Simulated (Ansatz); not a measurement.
CH4INOSi can be A, `N[Si]1(I)CO1`, or B, `N=C(I)O[SiH3]`.

Computed with Ansatz on PBE0-D4/def2-TZVP structures; ΔE is electronic, products minus reactants. CBS: MP2 limit from def2 TZ/QZ plus the TZ coupled-cluster correction, frozen cores. DFT in def2-TZVPP. B3LYP here is the variant with VWN-RPA as its local correlation; programs differ in this. Elements past krypton have def2 core potentials. For I outer-core shells are correlated without core-valence functions, which leaves a few kJ/mol of doubt a bond. One conformer a species, not always the lowest.

A:

Z-matrix (Å, degrees):
```
Si
I 1 2.419
C 1 1.795 2 120.4
N 1 1.681 2 107.7 3 160.1
O 1 1.637 2 119.4 3 -60.7
H 3 1.088 1 122.8 2 157.7
H 3 1.088 1 122.6 2 -7.6
H 4 1.006 1 122.7 2 169.0
H 4 1.004 1 122.9 2 -8.0
```

B:

```xyz
9

N     1.769   -0.528   -0.210
C     1.203    0.569   -0.011
I     2.377    2.309    0.152
O    -0.090    0.867    0.129
Si   -1.338   -0.255    0.065
H     1.125   -1.317   -0.276
H    -2.561    0.544    0.270
H    -1.152   -1.263    1.137
H    -1.333   -0.926   -1.257
```

Question: Which isomer does CCSD(T)/CBS put lower? Give the gap. (An estimate is asked.)

Answer: The calculation gave: A, by 40.2 kcal/mol.

Question: Give E(B) − E(A) in kcal/mol with CCSD/def2-TZVPP, r2SCAN-D4, B2PLYP, B3LYP-D4, MP2/def2-TZVPP, CCSD(T)/def2-TZVPP, PBE0-D4. (An estimate is asked.)

Answer: The calculation gave: CCSD/def2-TZVPP 37.6, r2SCAN-D4 39.3, B2PLYP 36.6, B3LYP-D4 34.9, MP2/def2-TZVPP 40.5, CCSD(T)/def2-TZVPP 36.8, PBE0-D4 40.3. None reverses the order clearly.

Question: Does the order hold for the free energy at 298.15 K (harmonic terms from PBE0-D4)? (An estimate is asked.)

Answer: Computed: Yes: G(B) − G(A) = +34.9 kcal/mol, for one conformer each. Modes under 60 cm⁻¹, often nearly free rotors, make the harmonic entropy too high.

Largest T1 diagnostic: 0.012.

Leaving LDA and LC-ωPBE aside and taking each functional with its dispersion term where it has one, the values, not all of them listed here, spread over 10.4 kcal/mol, from BLYP-D4 to PBE-QIDH. LDA lies +2.0 kcal/mol from PBE without D4. At CCSD(T), def2-SVP lies −14.5 kcal/mol from the extrapolated value and def2-TZVPP −3.4 kcal/mol.
